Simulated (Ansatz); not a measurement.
Reaction (redistribution): `C[O][Al]([NH2])[SH]` + `[CH3][Ta]([NH2])([F])=[S]` → `[CH3][Al]([NH2])[SH]` + `C[O][Ta]([NH2])([F])=[S]`

Program: Ansatz. Geometries: PBE0-D4/def2-TZVP. ΔE: electronic, gas phase. CCSD(T)/CBS adds triple-zeta CCSD(T) − MP2 to the extrapolated MP2 energy (def2 sets, frozen cores). This one scheme is used for every species. DFT in def2-TZVPP. B3LYP here is the variant with VWN-RPA as its local correlation; programs differ in this. HSE06 is defined as in plane-wave codes. def2 core potentials past Kr. For Ta outer-core shells are correlated without core-valence functions, which leaves a few kJ/mol of doubt a bond. One conformer a species, not always the lowest.

```json
{"level": "LDA (SPW92)", "ΔE (kJ/mol)": "-42.9", "difference from CCSD(T)/CBS": "-9.4"}
{"level": "PBE-D4", "ΔE (kJ/mol)": "-42.7", "difference from CCSD(T)/CBS": "-9.2"}
{"level": "revPBE-D4", "ΔE (kJ/mol)": "-42.3", "difference from CCSD(T)/CBS": "-8.8"}
{"level": "BLYP-D4", "ΔE (kJ/mol)": "-40.6", "difference from CCSD(T)/CBS": "-7.1"}
{"level": "r2SCAN-D4", "ΔE (kJ/mol)": "-38.8", "difference from CCSD(T)/CBS": "-5.3"}
{"level": "B97M-V", "ΔE (kJ/mol)": "-41.1", "difference from CCSD(T)/CBS": "-7.6"}
{"level": "r2SCANh-D4", "ΔE (kJ/mol)": "-37.3", "difference from CCSD(T)/CBS": "-3.8"}
{"level": "r2SCAN0-D4", "ΔE (kJ/mol)": "-35.3", "difference from CCSD(T)/CBS": "-1.8"}
{"level": "CAM-B3LYP-D4", "ΔE (kJ/mol)": "-39.1", "difference from CCSD(T)/CBS": "-5.6"}
{"level": "ωB97X-V", "ΔE (kJ/mol)": "-40.0", "difference from CCSD(T)/CBS": "-6.5"}
{"level": "ωB97M-V", "ΔE (kJ/mol)": "-37.4", "difference from CCSD(T)/CBS": "-3.9"}
{"level": "B2PLYP", "ΔE (kJ/mol)": "-38.0", "difference from CCSD(T)/CBS": "-4.5"}
{"level": "PBE-QIDH", "ΔE (kJ/mol)": "-37.0", "difference from CCSD(T)/CBS": "-3.5"}
{"level": "PBE", "ΔE (kJ/mol)": "-43.1", "difference from CCSD(T)/CBS": "-9.6"}
{"level": "revPBE", "ΔE (kJ/mol)": "-43.5", "difference from CCSD(T)/CBS": "-10.0"}
{"level": "BLYP", "ΔE (kJ/mol)": "-41.6", "difference from CCSD(T)/CBS": "-8.1"}
{"level": "r2SCAN", "ΔE (kJ/mol)": "-38.8", "difference from CCSD(T)/CBS": "-5.3"}
{"level": "PBE0", "ΔE (kJ/mol)": "-39.2", "difference from CCSD(T)/CBS": "-5.7"}
{"level": "B3LYP", "ΔE (kJ/mol)": "-38.4", "difference from CCSD(T)/CBS": "-4.9"}
{"level": "r2SCANh", "ΔE (kJ/mol)": "-37.3", "difference from CCSD(T)/CBS": "-3.8"}
{"level": "r2SCAN0", "ΔE (kJ/mol)": "-35.3", "difference from CCSD(T)/CBS": "-1.8"}
{"level": "HSE06", "ΔE (kJ/mol)": "-39.2", "difference from CCSD(T)/CBS": "-5.7"}
{"level": "BHLYP", "ΔE (kJ/mol)": "-34.8", "difference from CCSD(T)/CBS": "-1.3"}
{"level": "CAM-B3LYP", "ΔE (kJ/mol)": "-39.4", "difference from CCSD(T)/CBS": "-5.9"}
{"level": "LC-ωPBE", "ΔE (kJ/mol)": "-42.3", "difference from CCSD(T)/CBS": "-8.8"}
{"level": "RPA@PBE/def2-TZVPP", "ΔE (kJ/mol)": "-34.5", "difference from CCSD(T)/CBS": "-1.0"}
{"level": "HF/def2-SVP", "ΔE (kJ/mol)": "-39.4", "difference from CCSD(T)/CBS": "-5.9"}
{"level": "MP2/def2-SVP", "ΔE (kJ/mol)": "-45.6", "difference from CCSD(T)/CBS": "-12.1"}
{"level": "CCSD/def2-SVP", "ΔE (kJ/mol)": "-42.3", "difference from CCSD(T)/CBS": "-8.8"}
{"level": "HF/def2-TZVPP", "ΔE (kJ/mol)": "-33.6", "difference from CCSD(T)/CBS": "-0.1"}
{"level": "MP2/def2-TZVPP", "ΔE (kJ/mol)": "-35.5", "difference from CCSD(T)/CBS": "-2.0"}
{"level": "SCS-MP2/def2-TZVPP", "ΔE (kJ/mol)": "-34.8", "difference from CCSD(T)/CBS": "-1.3"}
{"level": "CCSD/def2-TZVPP", "ΔE (kJ/mol)": "-33.0", "difference from CCSD(T)/CBS": "0.5"}
{"level": "CCSD(T)/def2-TZVPP", "ΔE (kJ/mol)": "-35.3", "difference from CCSD(T)/CBS": "-1.8"}
{"level": "HF/def2-QZVPP", "ΔE (kJ/mol)": "-32.3", "difference from CCSD(T)/CBS": "1.2"}
{"level": "MP2/def2-QZVPP", "ΔE (kJ/mol)": "-34.0", "difference from CCSD(T)/CBS": "-0.5"}
{"level": "SCS-MP2/def2-QZVPP", "ΔE (kJ/mol)": "-33.2", "difference from CCSD(T)/CBS": "0.3"}
{"level": "HF/CBS(def2)", "ΔE (kJ/mol)": "-32.1", "difference from CCSD(T)/CBS": "1.4"}
{"level": "MP2/CBS(def2)", "ΔE (kJ/mol)": "-33.7", "difference from CCSD(T)/CBS": "-0.2"}
{"level": "CCSD/CBS(def2)", "ΔE (kJ/mol)": "-31.2", "difference from CCSD(T)/CBS": "2.3"}
{"level": "CCSD(T)/CBS", "ΔE (kJ/mol)": "-33.5", "difference from CCSD(T)/CBS": "0"}
```

Largest T1 diagnostic among the species: 0.020, so the coupled-cluster value is less sure than usual.

Leaving LDA and LC-ωPBE aside and taking each functional with its dispersion term where it has one, the values, not all of them listed here, spread over 8.3 kJ/mol, from PBE-D4 to BHLYP-D4. From r2SCAN to r2SCAN0 (25 % exact exchange), in def2-TZVPP and without D4, ΔE moves by +3.5 kJ/mol.

CCSD(T)/CBS has its own doubt, a few kJ/mol and more with outer-core shells, so smaller differences from it don't rank the levels.
